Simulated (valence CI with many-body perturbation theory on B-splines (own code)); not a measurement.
Values are calculated unless marked as measured or tabulated.
# Energy levels of Se XX

Level of theory: valence CI with perturbative core correlation (CI+MBPT): five valence electrons over a frozen Dirac-Fock core [Ne], radial functions for each j: 9 s, 9 p, 8 d, 6 f, 3 g, 1 h, with the one-electron correlation potential Σ1, the two-electron term Σ2, the three-electron term Σ3, Breit, model QED; selected CI, second order for the rest (own B-spline code, finite nucleus).

No measured levels were compared; by estimate levels of excited configurations hold to 0.05 to 0.15 % of their energy, terms of the ground configuration to about 0.5 %. Among the levels kept, up to 450 cm⁻¹ of a level comes from second order outside the variational space, and about a tenth of that is noise between levels of different J, which matters for small intervals.

Levels 1 to 45 of 47, with energies above the lowest level, 3s2 3p3 4S°_3/2. "Leading %" is the weight of the configuration and term that name the level; weights of strongly mixed levels are sums over their largest components and can fall short. In the jj column 3d3/2^4 stands for four electrons in 3d with j = 3/2.

```
No.  Configuration  Term    J  E (cm⁻¹)  Leading %      g    Second component                     Leading jj
  1        3s2 3p3   4S°  3/2         0         76  1.821    16 % 3s2 3p3 2P°      3s^2 3p1/2^2 3p3/2 (67 %)
  2        3s2 3p3   2D°  3/2     65149         68  1.067    16 % 3s2 3p3 4S°      3s^2 3p1/2 3p3/2^2 (71 %)
  3        3s2 3p3   2D°  5/2     88325         97  1.198                          3s^2 3p1/2 3p3/2^2 (97 %)
  4        3s2 3p3   2P°  1/2    130770         97  0.663                          3s^2 3p1/2 3p3/2^2 (97 %)
  5        3s2 3p3   2P°  3/2    175310         67  1.243    24 % 3s2 3p3 2D°            3s^2 3p3/2^3 (90 %)
  6         3s 3p4    4P  5/2    458240         84  1.573   8 % 3s2 3p2 3d 4P      3s 3p1/2^2 3p3/2^2 (77 %)
  7         3s 3p4    4P  3/2    497660         82  1.682  10 % 3s2 3p2 3d 4P        3s 3p1/2 3p3/2^3 (62 %)
  8         3s 3p4    4P  1/2    508570         80  2.608  10 % 3s2 3p2 3d 4P      3s 3p1/2^2 3p3/2^2 (42 %)
  9         3s 3p4    2D  3/2    569580         62  0.905  14 % 3s2 3p2 3d 2D        3s 3p1/2 3p3/2^3 (42 %)
 10         3s 3p4    2D  5/2    586240         71  1.223  19 % 3s2 3p2 3d 2D        3s 3p1/2 3p3/2^3 (68 %)
 11     3s2 3p2 3d    2P  3/2    642880         45  1.219      29 % 3s 3p4 2P        3s 3p1/2 3p3/2^3 (37 %)
 12         3s 3p4    2S  1/2    650740         32  1.248      28 % 3s 3p4 2P      3s 3p1/2^2 3p3/2^2 (31 %)
 13     3s2 3p2 3d    4F  3/2    662100         78  0.548       6 % 3s 3p4 2P      3s^2 3p1/2^2 3d3/2 (46 %)
 14     3s2 3p2 3d    4F  5/2    677520         70  1.105  19 % 3s2 3p2 3d 4D      3s^2 3p1/2^2 3d5/2 (48 %)
 15     3s2 3p2 3d    2F  5/2    700810         71  0.947  14 % 3s2 3p2 3d 4F  3s^2 3p1/2 3p3/2 3d3/2 (78 %)
 16     3s2 3p2 3d    4D  1/2    703930         40  0.939      29 % 3s 3p4 2S  3s^2 3p1/2 3p3/2 3d3/2 (48 %)
 17     3s2 3p2 3d    4F  7/2    705540         85  1.244   9 % 3s2 3p2 3d 4D  3s^2 3p1/2 3p3/2 3d5/2 (69 %)
 18     3s2 3p2 3d    2F  7/2    718470         52  1.247  39 % 3s2 3p2 3d 4D  3s^2 3p1/2 3p3/2 3d5/2 (52 %)
 19     3s2 3p2 3d    4D  3/2    722850         79  1.129  10 % 3s2 3p2 3d 4F  3s^2 3p1/2 3p3/2 3d3/2 (47 %)
 20     3s2 3p2 3d    4D  1/2    728700         52  0.542      16 % 3s 3p4 2P      3s^2 3p3/2^2 3d5/2 (32 %)
 21     3s2 3p2 3d    4F  9/2    729820         83  1.299  15 % 3s2 3p2 3d 2G  3s^2 3p1/2 3p3/2 3d5/2 (70 %)
 22     3s2 3p2 3d    4D  5/2    740660         57  1.214  23 % 3s2 3p2 3d 2F  3s^2 3p1/2 3p3/2 3d5/2 (59 %)
 23     3s2 3p2 3d    4D  7/2    778740         43  1.228  26 % 3s2 3p2 3d 2F      3s^2 3p3/2^2 3d5/2 (60 %)
 24         3s 3p4    2P  3/2    798830         42  1.240  36 % 3s2 3p2 3d 2P  3s^2 3p1/2 3p3/2 3d5/2 (35 %)
 25     3s2 3p2 3d    2G  7/2    803590         69  0.979  22 % 3s2 3p2 3d 2F      3s^2 3p3/2^2 3d5/2 (37 %)
 26     3s2 3p2 3d    4P  5/2    811040         73  1.534       7 % 3s 3p4 4P  3s^2 3p1/2 3p3/2 3d5/2 (44 %)
 27     3s2 3p2 3d    2G  9/2    821350         83  1.143  15 % 3s2 3p2 3d 4F      3s^2 3p3/2^2 3d5/2 (70 %)
 28     3s2 3p2 3d    4P  3/2    822060         60  1.533  15 % 3s2 3p2 3d 2P  3s^2 3p1/2 3p3/2 3d3/2 (42 %)
 29     3s2 3p2 3d    4P  1/2    827490         60  2.211  14 % 3s2 3p2 3d 2P  3s^2 3p1/2 3p3/2 3d3/2 (67 %)
 30     3s2 3p2 3d    2D  3/2    842840         65  0.992  15 % 3s2 3p2 3d 4P  3s^2 3p1/2 3p3/2 3d5/2 (42 %)
 31     3s2 3p2 3d    2P  1/2    854690         40  1.055      34 % 3s 3p4 2P      3s^2 3p3/2^2 3d3/2 (44 %)
 32     3s2 3p2 3d    2D  5/2    872450         75  1.190      10 % 3s 3p4 2D  3s^2 3p1/2 3p3/2 3d5/2 (32 %)
 33     3s2 3p2 3d    2D  3/2    890490         66  0.906      15 % 3s 3p4 2D      3s^2 3p3/2^2 3d3/2 (48 %)
 34     3s2 3p2 3d    2D  5/2    898630         50  1.075  39 % 3s2 3p2 3d 2F      3s^2 3p3/2^2 3d5/2 (38 %)
 35     3s2 3p2 3d    2P  1/2    899970         76  0.882  13 % 3s2 3p2 3d 2S  3s^2 3p1/2 3p3/2 3d5/2 (72 %)
 36     3s2 3p2 3d    2D  5/2    908900         66  1.132  14 % 3s2 3p2 3d 2F      3s^2 3p3/2^2 3d5/2 (43 %)
 37     3s2 3p2 3d    2F  7/2    928830         93  1.135                          3s^2 3p3/2^2 3d3/2 (51 %)
 38     3s2 3p2 3d    2P  3/2    938190         74  1.265   8 % 3s2 3p2 3d 2D      3s^2 3p3/2^2 3d5/2 (53 %)
 39     3s2 3p2 3d    2S  1/2    944500         57  1.841      14 % 3s 3p4 2S      3s^2 3p3/2^2 3d5/2 (31 %)
 40     3s2 3p2 3d    2D  3/2    978140         91  0.829                          3s^2 3p3/2^2 3d3/2 (49 %)
 41     3s2 3p2 3d    2D  5/2    981270         64  1.107  29 % 3s2 3p2 3d 2F      3s^2 3p3/2^2 3d5/2 (68 %)
 42      3s 3p3 3d   6D°  1/2   1034000         95  3.288                      3s 3p1/2 3p3/2^2 3d3/2 (47 %)
 43      3s 3p3 3d   6D°  3/2   1035100         93  1.837                      3s 3p1/2 3p3/2^2 3d3/2 (42 %)
 44      3s 3p3 3d   6D°  5/2   1036700         92  1.630                      3s 3p1/2 3p3/2^2 3d3/2 (33 %)
 45      3s 3p3 3d   6D°  7/2   1039100         90  1.563                      3s 3p1/2^2 3p3/2 3d5/2 (24 %)
```

Names give the largest LS component (configuration and term), which can be under half, so a name can repeat, a term be missing and a line seem to break the LS rules; names also repeat where a configuration has a term twice.

The ionisation energy to 3s2 3p2 3P_0 of the next ion comes out as 790.53 eV (NIST: 798 ± 3 eV (semi-empirical), further off than twice its uncertainty). All 47 levels together are meant to be complete up to 1087300 cm⁻¹.
